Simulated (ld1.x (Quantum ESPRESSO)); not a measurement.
**What one change does to a pseudopotential (W, TM)**

- Element: tungsten (W)
- Generator: ld1.x (Quantum ESPRESSO) 7.5
- Type: norm-conserving Troullier–Martins (Kleinman–Bylander form)
- Functional: PBE
- Relativity: scalar-relativistic
- Frozen core: [Kr] 4d10 4f14 5s2
- Valence charge: 12
- Reference configuration: 5p6 5d4 6s2 6p0
- Partial waves: 5p (bound): rc 1.40 bohr; 5d (bound): rc 2.35 bohr; 6s (bound): rc 2.75 bohr
- Local potential: the s channel
- Core correction: a·sin(br)/r model core, default radius (core density twice the valence density)

Change: all radii but the core radius scaled by about 1.32 (s 3.62, p 1.84, d 3.10 bohr).

Cutoffs: the cutoffs (Ry, on a coarse ladder) from which the occupation-weighted sum of valence levels, in a spherical-Bessel basis at the reference potential, stays within 10 and 1 mRy of its value at 400 Ry; they do not see the model core or the augmentation charge, which bear on the density cutoff. Errors are all-electron minus pseudo energies relative to the spin-unpolarised reference configuration.

Task: Predict the effect on cutoff, ghosts and configuration errors.

Result: The potential gets softer (90 Ry and 110 Ry → 35 Ry and 45 Ry); of the 7 tests that both files solve, the error grows in 3 and shrinks in 2 by more than 15 % and 0.3 meV (median size 47.7 → 74.6 meV); neither file shows a bound ghost. A larger radius leaves more room for a smooth pseudo-wave, so fewer plane waves are needed.

| quantity | base | changed |
| --- | --- | --- |
| cutoff, loose | 90 Ry | 35 Ry |
| cutoff, tight | 110 Ry | 45 Ry |
| loose cutoff by channel (10 mRy a level) | p 45 Ry, d 25 Ry, s 6 Ry | p 21 Ry, d 18 Ry, s 6 Ry |
| bound ghosts | none | none |
| error for 5p6 5d4 6s1 6p0, meV [ΔE 8.88 eV] | -10 | -5.0 |
| error for 5p6 5d4 6s0 6p0, meV [ΔE 24.56 eV] | -48 | -75 |
| error for 5p6 5d3 6s0 6p0, meV [ΔE 49.94 eV] | -80 | -267 |
| error for 5p6 5d3 6s2 6p0, meV [ΔE 8.83 eV] | -25 | +57 |
| error for 5p6 5d3 6s2 6p1, meV [ΔE 4.02 eV] | -641 | -554 |
| error for 5p6 5d4 6s1 6p1, meV [ΔE 4.50 eV] | -498 | -477 |
| error for 5p6 5d4 6s1.5 6p0, meV [ΔE 3.63 eV] | -2.8 | -0.8 |
